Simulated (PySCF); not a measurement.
**Polarisability and C₆ of Ti+ (titanium, charge +1)**

[Ar] 3d2 4s1, high-spin 4F determinant. Calculation: PySCF 2.14, in def2-QZVPPD (11s6p5d3f2g, 93 functions); no relativity, point nucleus. Coupled (time-dependent) response in atomic units; α is the mean over directions.

| method | mean α (bohr³) | C₆ (like pair) | S(−4) |
| --- | --- | --- | --- |
| UHF | 64.52 | 441.7 | 3871 |
| PBE | 47.38 | 298.1 | 1904 |
| PBE0 | 51.15 | 327.5 | 2286 |

S(−4) is the Cauchy moment in α(ω) = α(0) + S(−4) ω² + …

α(iu) at PBE:

```csv
u (hartree),α(iu) (bohr³)
0,47.38
0.0500,43.11
0.100,34.22
0.200,19.85
0.300,12.65
0.500,6.918
0.750,4.350
1.00,3.138
1.50,1.937
2.00,1.331
3.00,0.7394
5.00,0.3242
```

A single London oscillator, α(iu) = α/(1 + u²/ω²), gives C₆ = (3/4) ω α². Matching the computed C₆ needs ω = 4 × 298.1 / (3 × 47.38²) = 0.177 hartree.

For an ion, C₆ is the dispersion term alone; charge-induced terms of lower order in 1/R come first.
